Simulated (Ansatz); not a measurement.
Relaxation of ClGaH₅N (8 atoms, charge 0, multiplicity 1), to a largest force component of 0.03 eV/Å in at most 50 steps.

These are results of Ansatz, RHF/def2-SVP, not measurements.

```xyz
8
Properties=species:S:1:pos:R:3:forces:R:3
Ga 0.075 -0.504 -0.360 0.01 -0.86 0.45
Cl -0.141 0.183 3.004 0.03 -1.17 -0.48
H 1.445 0.222 -0.580 -0.02 -0.02 0.00
H -1.333 -0.013 -0.838 0.02 0.00 0.01
N 0.115 -2.173 0.542 -0.02 0.94 -0.37
H -0.655 -2.812 0.465 0.01 0.01 0.01
H 0.974 -2.684 0.633 0.00 -0.01 0.00
H -0.091 -1.034 2.478 -0.02 1.12 0.38
```

Problem. Where does it end, and by what steps?

Solution. The run converged. The force dipped under the threshold on the way, but the program's further checks kept it going. After 8 steps the energy has fallen by 0.072 eV; Cl2 moved furthest, 0.40 Å.

```json
{"step": "0", "energy less start (eV)": "0.0000", "largest force component (eV/Å)": "1.174", "accepted": "yes"}
{"step": "1", "energy less start (eV)": "-0.0398", "largest force component (eV/Å)": "0.685", "accepted": "yes"}
{"step": "2", "energy less start (eV)": "-0.0114", "largest force component (eV/Å)": "1.059", "accepted": "no"}
{"step": "3", "energy less start (eV)": "-0.0627", "largest force component (eV/Å)": "0.173", "accepted": "yes"}
{"step": "4", "energy less start (eV)": "-0.0675", "largest force component (eV/Å)": "0.149", "accepted": "yes"}
{"step": "5", "energy less start (eV)": "-0.0694", "largest force component (eV/Å)": "0.068", "accepted": "yes"}
{"step": "6", "energy less start (eV)": "-0.0706", "largest force component (eV/Å)": "0.022", "accepted": "yes"}
{"step": "7", "energy less start (eV)": "-0.0718", "largest force component (eV/Å)": "0.046", "accepted": "yes"}
{"step": "8", "energy less start (eV)": "-0.0719", "largest force component (eV/Å)": "0.011", "accepted": "yes"}
```

```xyz
8
Properties=species:S:1:pos:R:3
Ga 0.090 -0.527 -0.482
Cl -0.199 -0.100 3.282
H 1.466 0.158 -0.774
H -1.312 -0.030 -0.969
N 0.119 -2.050 0.559
H -0.668 -2.671 0.606
H 0.967 -2.561 0.720
H -0.074 -1.034 2.404
```

Run time: 20 s on 1 thread of Arm Neoverse V1, on a shared host, peak memory 0.17 GiB.
